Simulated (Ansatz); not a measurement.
Consider the ligand exchange at the Si–C bond: `CC[Si]O` + H–F → `O[Si]F` + ethane.

Calculated with Ansatz (gas phase, PBE0-D4/def2-TZVP geometries, no zero-point term in ΔE). CCSD(T)/CBS adds triple-zeta CCSD(T) − MP2 to the extrapolated MP2 energy (def2 sets, frozen cores). This one scheme is used for every species. DFT in def2-TZVPP. HSE06 is defined as in plane-wave codes. Each species was taken in one conformer, which may not be the lowest.

CCSD(T)/CBS gives -202.5 kJ/mol.

Q: Another level gave -209.6 kJ/mol. Which?
A. HSE06/def2-TZVPP
B. B2PLYP/def2-TZVPP
C. r2SCAN-D4/def2-TZVPP
D. PBE-D4/def2-TZVPP

A: C. r2SCAN-D4 -209.6, B2PLYP -217.5, HSE06 -203.7, PBE-D4 -197.2 kJ/mol.

Largest T1 diagnostic among the species: 0.015.

The D4 term adds +10.6 kJ/mol with B3LYP and +5.7 kJ/mol with PBE0; it sums over pairs of atoms, weighted by their polarisabilities, and B3LYP, whose exchange is more repulsive, gets the larger term. Leaving LDA and LC-ωPBE aside and taking each functional with its dispersion term where it has one, the values, not all of them listed here, spread over 27.2 kJ/mol, from CAM-B3LYP-D4 to revPBE-D4. LDA lies +7.9 kJ/mol from PBE without D4.

B3LYP here is the variant with VWN-RPA as its local correlation; programs differ in this.
